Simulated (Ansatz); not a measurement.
System: MnF, charge 0, multiplicity 7. The spin state was set by rule; other spins were not relaxed. 
Coordinates optimised at B3LYP-D3(BJ)/def2-TZVP (Ansatz, an electronic-structure program):
SMILES: [F][Mn]
```xyz
2

Mn     0.0000     0.0000    -0.4869
F      0.0000     0.0000     1.3524
```
Charge 0, spin multiplicity 7.

Quantity: vertical ionisation energy (to the sextet state of charge +1; each state is the SCF solution reached for its spin), in eV. Cores are frozen in the correlated levels unless marked. Open shells are spin-unrestricted. Spin-orbit coupling is left out. Frozen are the shells of the preceding noble gas and the d and f shells that filled before the atom's block. No relativistic terms. Basis-set limits of correlation are two-point, X^-3; Hartree-Fock from the larger set.

```csv
level,program,vertical ionisation energy (eV)
SVWN5/def2-TZVPD,Ansatz,…
PBE/def2-TZVPD,Ansatz,8.02
r2SCAN/def2-TZVPD,Ansatz,…
B3LYP/def2-TZVPD,Ansatz,8.12
PBE0/def2-TZVPD,Ansatz,8.11
BHLYP/def2-TZVPD,Ansatz,7.99
CAM-B3LYP/def2-TZVPD,Ansatz,8.12
wB97M-V/def2-TZVPD,Ansatz,7.95
wB97X-V/def2-TZVPD,Ansatz,…
CCSD/def2-SVPD,Ansatz,…
CCSD/def2-TZVPPD,Ansatz,7.95
CCSD/def2-QZVPPD,Ansatz,7.96
"CCSD(T)/CBS(def2-TZVPPD,def2-QZVPPD)",Ansatz,7.97
```

Problem. Complete the blanks.

Solution. 
- SVWN5/def2-TZVPD, vertical ionisation energy (eV): 8.21
- r2SCAN/def2-TZVPD, vertical ionisation energy (eV): 8.19
- wB97X-V/def2-TZVPD, vertical ionisation energy (eV): 7.88
- CCSD/def2-SVPD, vertical ionisation energy (eV): 7.79
